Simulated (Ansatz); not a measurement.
`CC(=O)C(C)C` + `O[SiH2][SiH3]` → `CO[SiH2][SiH3]` + `CCC(C)=O`  (substitution at a C–C bond)

Gas-phase electronic energies from Ansatz, PBE0-D4/def2-TZVP geometries. CBS: MP2 limit from def2 TZ/QZ plus the TZ coupled-cluster correction, frozen cores. DFT in def2-TZVPP. B3LYP here is the variant with VWN-RPA as its local correlation; programs differ in this. Each species was taken in one conformer, which may not be the lowest.

`CC(=O)C(C)C`:

Cartesian coordinates in Å:
```
C 0.214 -0.026 -1.880
C 0.651 0.789 -0.690
O 1.270 1.815 -0.830
C 0.272 0.291 0.694
C -1.179 0.676 0.983
C 0.497 -1.203 0.877
H 0.849 -0.913 -1.963
H -0.814 -0.381 -1.774
H 0.317 0.567 -2.786
H 0.918 0.845 1.380
H -1.332 1.752 0.874
H -1.871 0.162 0.310
H -1.444 0.397 2.005
H -0.162 -1.792 0.233
H 0.285 -1.490 1.910
H 1.528 -1.488 0.657
```

`O[SiH2][SiH3]`:

Cartesian coordinates in Å:
```
O -1.957 -0.627 0.260
Si -0.743 -0.053 -0.705
Si 1.215 0.416 0.503
H -1.787 -1.428 0.757
H -0.409 -1.022 -1.790
H -1.282 1.183 -1.326
H 2.286 0.877 -0.423
H 1.694 -0.813 1.197
H 0.982 1.468 1.529
```

`CO[SiH2][SiH3]`:

```xyz
12

C     0.116   -1.464   -1.758
O    -0.146   -0.313   -0.989
Si    0.256   -0.210    0.605
Si   -0.414    1.903    1.345
H    -0.242   -1.287   -2.774
H    -0.402   -2.342   -1.354
H     1.190   -1.682   -1.799
H    -0.416   -1.294    1.384
H     1.727   -0.405    0.786
H    -0.071    2.047    2.787
H    -1.882    2.074    1.185
H     0.284    2.972    0.582
```

`CCC(C)=O`:

Cartesian coordinates in Å:
```
C 0.497 1.805 0.400
C -0.359 0.567 0.244
C 0.393 -0.632 -0.288
C -0.402 -1.902 -0.443
O 1.563 -0.576 -0.572
H 1.324 1.622 1.087
H 0.932 2.101 -0.555
H -0.094 2.639 0.784
H -1.206 0.749 -0.431
H -0.818 0.273 1.196
H -1.267 -1.735 -1.090
H 0.226 -2.687 -0.861
H -0.790 -2.222 0.529
```

CCSD(T)/CBS gives +52.1 kJ/mol.

(1) Another level gave +47.5 kJ/mol. Which?
A. MP2/def2-TZVPP
B. B3LYP-D4/def2-TZVPP
C. ωB97M-V/def2-TZVPP
D. HF/def2-TZVPP

Largest T1 diagnostic among the species: 0.013.

Answers

(1) C. ωB97M-V 47.5, MP2/def2-TZVPP 56.5, B3LYP-D4 40.9, HF/def2-TZVPP 30.6 kJ/mol.

In def2-TZVPP, CCSD(T) changes the Hartree–Fock value by +19.5 kJ/mol (the triples alone add +2.3 kJ/mol) and MP2 by +25.9 kJ/mol. The D4 term adds +5.1 kJ/mol with B3LYP and +2.9 kJ/mol with PBE0; it sums over pairs of atoms, weighted by their polarisabilities, and B3LYP, whose exchange is more repulsive, gets the larger term.
